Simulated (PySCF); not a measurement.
Potential energy of HgF along the bond

Set-up: Hg def2-SVPD with ECP60, F def2-SVPD; scalar-relativistic core potentials (PySCF 2.14). Energies in eV from Hg + F in their ground configurations at the same level. State: ²Σ⁺ (doublet), unpaired electrons σ ↑.

All columns are PBE0. A positive dipole means Hg(−)F(+).

| R (Å) | E (eV) | μ (D) | Mulliken charge on Hg (basis-dependent) | HOMO (eV) | LUMO (eV) | Mayer bond order | ⟨S²⟩ |
| --- | --- | --- | --- | --- | --- | --- | --- |
| 1.791 | -0.617 | -2.15 | 0.63 | -7.00 | -3.70 | 0.49 | 0.75 |
| 1.875 | -1.093 | -2.62 | 0.61 | -7.24 | -4.02 | 0.51 | 0.75 |
| 1.958 | -1.339 | -3.04 | 0.59 | -7.46 | -4.30 | 0.53 | 0.76 |
| 2.021 | -1.419 | -3.31 | 0.58 | -7.62 | -4.48 | 0.54 | 0.76 |
| 2.083 | -1.439 | -3.55 | 0.56 | -7.76 | -4.64 | 0.55 | 0.76 |
| 2.146 | -1.415 | -3.75 | 0.55 | -7.89 | -4.79 | 0.55 | 0.76 |
| 2.229 | -1.339 | -3.94 | 0.52 | -8.05 | -4.95 | 0.56 | 0.76 |
| 2.333 | -1.207 | -4.08 | 0.49 | -8.21 | -5.12 | 0.55 | 0.76 |
| 2.458 | -1.032 | -4.11 | 0.45 | -8.35 | -5.29 | 0.54 | 0.76 |
| 2.625 | -0.810 | -3.98 | 0.39 | -8.44 | -5.48 | 0.51 | 0.76 |

A fit through these points gives, at Re = 2.076 Å, μ = -3.53 D and dμ/dR = -3.56 D/Å; the reduced mass is 17.36 u.

Task: How strong is the fundamental in the double-harmonic approximation, I = 42.26·(dμ/dR)²/μred km/mol?

Result: I = 42.26·(-3.56)²/17.36 = 30.9 km/mol at PBE0.

Spin–orbit coupling is left out, which matters for elements this heavy, above all for dissociation energies. The state is the lowest determinant that a PBE0 search found; another state may lie lower at other levels.
